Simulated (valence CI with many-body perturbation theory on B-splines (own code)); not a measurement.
## Ni⁷⁺ in brief

Calculated by valence CI with perturbative core correlation (CI+MBPT): three valence electrons over a frozen Dirac-Fock core [Ar], radial functions for each j: 7 s, 7 p, 8 d, 6 f, 4 g, 1 h, with the one-electron correlation potential Σ1 (screened to all orders), the two-electron term Σ2, the three-electron term Σ3, Breit, model QED; selected single and double excitations, second order for the rest, scaled by the run's own slope (own B-spline code, finite nucleus).

Against 6 measured levels this calculation errs by 403 cm⁻¹ on average and by 921 at most. These come from a selection out of Corliss and Sugar, J. Phys. Chem. Ref. Data 10, 197 (1981). Levels without a partner in it may be off by more, other configurations by 1,000 to 8,000 cm⁻¹. The list stops below the first excitations out of the core. Only levels of the ground parity were solved; by the run's estimate the other parity begins above the list, which can be wrong where configurations are misplaced.

Rates and lifetimes use the calculated energies. Strong lines usually hold to 10 to 20 %, long lifetimes can be off by a factor of two.

Problem. What is the ground level?

Solution. 3d³ ⁴F_3/2, composition 100 % 3d³ ⁴F, g = 0.400.

Problem. How well does LS coupling describe the low levels?

Solution. Among the lowest 19 levels the leading LS term, summed over configurations, holds 94 % on average. For single configurations the figures are 93 % in LS and 62 % in jj coupling. Terms mix most in the J = 3/2 level at 33202 cm⁻¹, where the leading one holds 49 %.

Problem. What is the ionisation energy?

Solution. 161.95 eV; NIST lists 162 ± 2.1 eV (theoretical).

Problem. How is the term ⁴F of the ground level split?

Solution. J = 3/2 at 0.0, J = 5/2 at 943, J = 7/2 at 2167, J = 9/2 at 3606 cm⁻¹.
